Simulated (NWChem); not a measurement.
System: C4H5F; SMILES FC=C=CC

Give the equilibrium geometry at PBE0/def2-SVP (NWChem) as an XYZ file, with the point group.

point group C1; any orientation.
```
10

C     -0.4915     2.2728    -0.1685
C      0.3877     1.1885     0.3740
C      0.3553    -0.0736     0.0192
C      0.3526    -1.3239    -0.3678
F     -0.3981    -2.2721     0.2049
H     -1.1957     1.8882    -0.9181
H      0.1167     3.0677    -0.6306
H     -1.0664     2.7449     0.6448
H      1.1200     1.4871     1.1390
H      0.9645    -1.7086    -1.1906
```
